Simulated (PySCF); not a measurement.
Ligands exchanged one at a time, Ge C2H5-I. All species are isolated molecules in the gas phase. One relaxed conformer stands for each flexible species; it need not be the lowest. Strings in code marks are SMILES.

All values below come from ωB97X-D3(BJ)/def2-TZVP // B3LYP-D3(BJ)/def2-SVP in PySCF. Excitations are Tamm–Dancoff values on a coarser integration grid. The basis has no diffuse functions, so Rydberg states are missing or too high.

| species | S1–T1 gap (TDA) (eV) | S1 excitation (TDA) (eV) | HOMO–LUMO gap (eV) | S1 oscillator strength |
|---|---|---|---|---|
| 0 of 4 C2H5 replaced by I (`C[CH2][Ge]([CH2]C)([CH2]C)[CH2]C`) | – | 7.97 | 12.50 | (withheld) |
| 1 of 4 C2H5 replaced by I (`C[CH2][Ge]([CH2]C)([I])[CH2]C`) | 0.45 | 5.76 | 11.08 | 0.013 |
| 2 of 4 C2H5 replaced by I (`C[CH2][Ge]([I])([I])[CH2]C` (C–C–Ge–I torsion 58°, I–Ge–C–C torsion -59°)) | 0.54 | 5.10 | 10.00 | (withheld) |
| 3 of 4 C2H5 replaced by I (`C[CH2][Ge]([I])([I])[I]` (C–C–Ge–I torsion 180°)) | (withheld) | 4.32 | 9.05 | 0.000 |
| 4 of 4 C2H5 replaced by I (`[I][Ge]([I])([I])[I]`) | – | (withheld) | 8.29 | 0.000 |

### Question
Complete the blanks.

### Answer

- 0 of 4 C2H5 replaced by I (`C[CH2][Ge]([CH2]C)([CH2]C)[CH2]C`), S1 oscillator strength: 0.040
- 2 of 4 C2H5 replaced by I (`C[CH2][Ge]([I])([I])[CH2]C` (C–C–Ge–I torsion 58°, I–Ge–C–C torsion -59°)), S1 oscillator strength: 0.048
- 3 of 4 C2H5 replaced by I (`C[CH2][Ge]([I])([I])[I]` (C–C–Ge–I torsion 180°)), S1–T1 gap (TDA) (eV): 0.39
- 4 of 4 C2H5 replaced by I (`[I][Ge]([I])([I])[I]`), S1 excitation (TDA) (eV): 3.76
